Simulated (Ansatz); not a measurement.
Q: Predict a relaxed structure of (I2Ga-mu-OH)2 (Ga2I4O2H2), charge 0, singlet, at PBE-D4/def2-SVP (Ansatz).

A: 
```xyz
10

Ga    0.092    0.052    1.491
I     2.104    0.192    2.956
I    -2.259   -0.029    2.374
O     0.319   -1.265    0.048
Ga    0.176   -0.039   -1.484
I     2.268    0.016   -2.838
I    -2.121   -0.177   -2.492
O     0.199    1.290   -0.034
H    -0.292   -2.028    0.054
H    -0.485    1.988   -0.074
```
Point group C2v (tolerance 0.1 Å). This is one stationary point.

In the def2 sets I takes a core potential; there is no spin–orbit coupling.
